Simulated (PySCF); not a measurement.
Structure and largest two-photon cross section among the few lowest singlets (linear parallel light, single beam, Lorentzian half width 0.1 eV, states within 0.08 eV summed)

Theory: TDDFT CAM-B3LYP/aug-cc-pVDZ excited states, vertical, gas phase in PySCF 2.14.0. Geometry: PBE0-D3(BJ)/def2-SVP.

Each molecule in one low-energy conformer.

The calculation is non-relativistic, which matters for the atoms heavier than Zn.

(1) How does the largest two-photon cross section among the few lowest singlets (linear parallel light, single beam, Lorentzian half width 0.1 eV, states within 0.08 eV summed) change along this series?
- CCOc1ccccc1Br (H on C replaced by OC2H5)
- OCc1ccccc1Br (H on C replaced by CH2OH)
- Oc1ccccc1Br (H on C replaced by OH)

Answers

(1) 
```
     molecule  S1 (eV)  f(S1)  largest σ (GM)  at photon λ (nm)
CCOc1ccccc1Br     4.99  0.055             1.9               399
 OCc1ccccc1Br     5.27  0.000             0.5               379
  Oc1ccccc1Br     5.05  0.056             1.5               385
```
The largest two-photon cross section among the few lowest singlets (linear parallel light, single beam, Lorentzian half width 0.1 eV, states within 0.08 eV summed) is lowest for OCc1ccccc1Br and highest for CCOc1ccccc1Br.
